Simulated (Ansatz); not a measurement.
Reaction (ligand exchange at the Sn–Cl bond): `N#[C][SnH2][Cl]` + H–F → `N#[C][SnH2][F]` + HCl

Isolated molecules relaxed with PBE0-D4/def2-TZVP in Ansatz; ΔE leaves out vibrations. CBS: MP2 limit from def2 TZ/QZ plus the TZ coupled-cluster correction, frozen cores. This one scheme is used for every species. DFT in def2-TZVPP. def2 core potentials past Kr. For Sn outer-core shells are correlated without core-valence functions, which leaves a few kJ/mol of doubt a bond.

`N#[C][SnH2][Cl]`:

Cartesian coordinates in Å:
```
N -2.156 0.081 1.533
C -1.225 0.003 0.858
Sn 0.464 -0.184 -0.386
Cl 1.456 1.903 -0.378
H -0.069 -0.518 -1.956
H 1.530 -1.286 0.329
```

H–F:

Z-matrix (Å, degrees):
```
F
H 1 0.920
```

`N#[C][SnH2][F]`:

Cartesian coordinates in Å:
```
N 0.699 -0.747 2.421
C 0.395 -0.430 1.356
Sn -0.141 0.065 -0.617
F -0.656 1.900 -0.494
H -1.525 -0.799 -1.060
H 1.229 0.011 -1.606
```

HCl:

```xyz
2

Cl   -0.211   -0.463   -0.387
H     0.211    0.463    0.387
```

CCSD(T)/CBS gives +39.3 kJ/mol.

Task: Another level gave +36.5 kJ/mol. Which?
A. CCSD/def2-TZVPP
B. BLYP/def2-TZVPP
C. B2PLYP/def2-TZVPP
D. B97M-V/def2-TZVPP

Result: A. CCSD/def2-TZVPP 36.5, B2PLYP 31.7, B97M-V 27.2, BLYP 21.6 kJ/mol.

Task: What do rigid-rotor, harmonic-oscillator terms from PBE0-D4/def2-TZVP frequencies (298.15 K, 1 bar) make of the CCSD(T)/CBS value? (Estimate.)

Result: Ansatz gave: ΔZPE = -5.1 kJ/mol, ΔH = +33.6 kJ/mol, ΔS = 2 J/(mol·K), ΔG = +33.0 kJ/mol.

Largest T1 diagnostic among the species: 0.014.

From r2SCAN to r2SCAN0 (25 % exact exchange), in def2-TZVPP and without D4, ΔE moves by +7.0 kJ/mol. Leaving LDA and LC-ωPBE aside and taking each functional with its dispersion term where it has one, the values, not all of them listed here, spread over 15.4 kJ/mol, from BLYP-D4 to PBE-QIDH. LDA lies +5.0 kJ/mol from PBE without D4. At CCSD(T), def2-SVP lies −10.0 kJ/mol from the extrapolated value and def2-TZVPP −2.6 kJ/mol.
